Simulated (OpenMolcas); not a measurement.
## Lines of Ni III: computed and rescaled rates

* Program: OpenMolcas 26.06
* Method: SS-CASPT2, IPEA 0.25 Eh, imaginary shift 0.1 Eh (closed shells correlated: 3s 3p)
* Basis: ANO-RCC-VQZP [7s6p4d3f2g1h]
* Scalar Hamiltonian: DKH2, point nucleus
* Active space: 8 electrons in 5 orbitals (3d)
* State averaging: 2S+1 = 3 even, 10 roots; 2S+1 = 1 even, 15 roots
* Spin-orbit coupling: state interaction with AMFI integrals over the reference wave functions, term energies averaged over their components

Rates come from the transition moments of the reference wave functions (E1 and E2 in the length form). At fixed line strength A goes as λ^-3 for E1 and M1 and as λ^-5 for E2, so a rate at the computed wavelength can be rescaled to the measured one. Measured vacuum wavelengths follow from level energies in Corliss and Sugar, J. Phys. Chem. Ref. Data 10, 197 (1981). Branching counts decays inside the model space alone, at computed energies, and the table is only a selection of the E2 and M1 lines, drawn from those between levels with measured partners whose computed energy lies within a factor of 1.5 of the measured one.

```csv
Upper,Lower,Type,λ computed (nm),λ measured (nm),A computed (s-1),A rescaled (s-1),Branching %
3d8 1S0,3d8 1D2,E2,255,259.7,1.48e+01,1.35e+01,69.9
3d8 1S0,3d8 3P1,M1,285.1,281.3,5.25e+00,,24.9
3d8 1S0,3d8 3P2,E2,281.8,278.8,8.68e-01,,4.1
3d8 1D2,3d8 3F3,M1,840.8,789.2,5.12e-01,,70.6
3d8 1G4,3d8 3F4,M1,437.4,432.7,3.51e-01,,66.5
3d8 1S0,3d8 3F2,E2,199.2,199,2.26e-01,,1.1
3d8 1D2,3d8 3F2,M1,910.7,850.2,2.11e-01,,29.1
3d8 1G4,3d8 3F3,M1,465.3,459.8,1.75e-01,,33.2
3d8 3P2,3d8 1D2,M1,2680,3802,1.44e-01,,50.9
3d8 3P1,3d8 1D2,M1,2420,3394,1.16e-01,,62.1
3d8 3P2,3d8 3F4,E2,588.5,600.2,6.91e-02,6.26e-02,24.4
3d8 3F3,3d8 3F4,M1,7314,7349,6.67e-02,6.58e-02,100.0
3d8 3P0,3d8 3F2,E2,650.6,668.4,6.02e-02,5.26e-02,98.5
3d8 3P2,3d8 3F3,M1,640,653.6,5.10e-02,,18.0
3d8 3P1,3d8 3F3,E2,624,640.3,4.87e-02,4.28e-02,26.0
3d8 3F2,3d8 3F3,M1,10960,11000,2.72e-02,2.69e-02,100.0
3d8 3P1,3d8 3F2,E2,661.7,679.9,1.77e-02,1.55e-02,9.5
3d8 3P2,3d8 3F3,E2,640,653.6,1.21e-02,1.09e-02,4.3
3d8 3P2,3d8 3F2,M1,679.7,694.8,5.77e-03,,2.0
3d8 3P1,3d8 3F2,M1,661.7,679.9,3.11e-03,,1.7
3d8 3P1,3d8 3P2,M1,24960,31630,1.35e-03,6.63e-04,0.7
3d8 3P0,3d8 3P1,M1,38660,39540,9.36e-04,8.75e-04,1.5
```

Spin-changing lines and M1 lines between different terms are not rescaled, since their strength hangs on the term gaps too.

The largest correction is for 3d8 3P1 → 3d8 3P2 (M1): 1.35e-03 × (24960 / 31630)^3 = 6.63e-04 s-1, a factor of 0.49.

The computed rate and branching of 3d8 3F3 → 3d8 3F4 give the upper level a radiative lifetime of 1.000 / 6.67e-02 s-1 = 1.50e+01 s, counting decays inside the model space alone. The rescaled rate gives about 1.5e+01 s.

These are rates of the free ion; in crystals, glasses and complexes forced electric-dipole and non-radiative decay shorten such lifetimes by orders of magnitude. No measured rate stands beside these. Rescaling mends the energy factor alone: line strengths can still be far off where a level mixes with configurations outside the active space, and weak or spin-changing lines hang on small mixing coefficients that depend on the term gaps too, so rescaling need not improve them.

CASPT2 breaks the degeneracy within a term, and the mean is taken; among the terms shown or strongly mixed into the levels shown the widest spread is 930 cm-1 (3d8 3F). Some levels mix across a computed gap that differs much from the measured one, so their mixing is not that of the real levels. Measured partners are found by configuration, term and J. A level has none where our copy of the source lacks it or the pairing is in doubt (some pairs that miss far off the trend of their configuration count as doubtful). Levels of configurations outside the active space are missing.
